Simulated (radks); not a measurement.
Species: Fe3+. Configuration: [Ar] 3d5.

Method: Dirac Kohn-Sham, BLYP, spin-unpolarised, spherical densities, point nucleus; open shells are shared between the two j in proportion to 2j + 1; computed with a radial shooting solver on a logarithmic mesh with Libxc functionals.

Energy parts (eV):
| part | energy |
|---|---|
| total | -34575.307 |
| kinetic | 35059.690 |
| electron-nucleus | -81883.117 |
| Hartree | 13742.451 |
| exchange-correlation | -1494.332 |

Orbitals (lengths in bohr, moments of r in powers of bohr; <r^-3> diverges for s and p1/2; r(max) is where P^2 peaks):
[
 {"orbital": "1s1/2", "occ.": "2", "eigenvalue (eV)": "-7037.853", "<r^4>": "0.00005430", "r(max)": "0.03826", "<r^-3>": "-", "<r>": "0.05845", "small-component weight": "8.75e-03"},
 {"orbital": "2s1/2", "occ.": "2", "eigenvalue (eV)": "-857.8562", "<r^4>": "0.01236", "r(max)": "0.2225", "<r^-3>": "-", "<r>": "0.2668", "small-component weight": "1.60e-03"},
 {"orbital": "2p1/2", "occ.": "2", "eigenvalue (eV)": "-745.1598", "<r^4>": "0.009182", "r(max)": "0.1780", "<r^-3>": "-", "<r>": "0.2334", "small-component weight": "1.59e-03"},
 {"orbital": "2p3/2", "occ.": "4", "eigenvalue (eV)": "-732.6665", "<r^4>": "0.009589", "r(max)": "0.1805", "<r^-3>": "469.6", "<r>": "0.2365", "small-component weight": "1.57e-03"},
 {"orbital": "3s1/2", "occ.": "2", "eigenvalue (eV)": "-130.9275", "<r^4>": "0.8945", "r(max)": "0.6985", "<r^-3>": "-", "<r>": "0.8042", "small-component weight": "3.55e-04"},
 {"orbital": "3p1/2", "occ.": "2", "eigenvalue (eV)": "-97.8766", "<r^4>": "1.182", "r(max)": "0.7047", "<r^-3>": "-", "<r>": "0.8390", "small-component weight": "3.17e-04"},
 {"orbital": "3p3/2", "occ.": "4", "eigenvalue (eV)": "-96.2880", "<r^4>": "1.232", "r(max)": "0.7118", "<r^-3>": "60.12", "<r>": "0.8478", "small-component weight": "3.11e-04"},
 {"orbital": "3d3/2", "occ.": "2", "eigenvalue (eV)": "-43.3046", "<r^4>": "3.459", "r(max)": "0.6916", "<r^-3>": "5.762", "<r>": "0.9900", "small-component weight": "2.16e-04"},
 {"orbital": "3d5/2", "occ.": "3", "eigenvalue (eV)": "-43.1264", "<r^4>": "3.508", "r(max)": "0.6939", "<r^-3>": "5.665", "<r>": "0.9936", "small-component weight": "2.15e-04"}
]

The highest occupied level is 3d5/2 at -43.126 eV. For comparison, the ionisation energy in NIST's Atomic Spectra Database is 54.91 eV (measured). In exact Kohn-Sham theory the highest level is minus the ionisation energy, but local and semilocal functionals leave it too shallow, through self-interaction and a potential that decays too fast; potentials with the right tail come closer.

Beside tabulated values, note that spin-unpolarised runs miss the spin-polarisation part of the exchange energy of open shells.
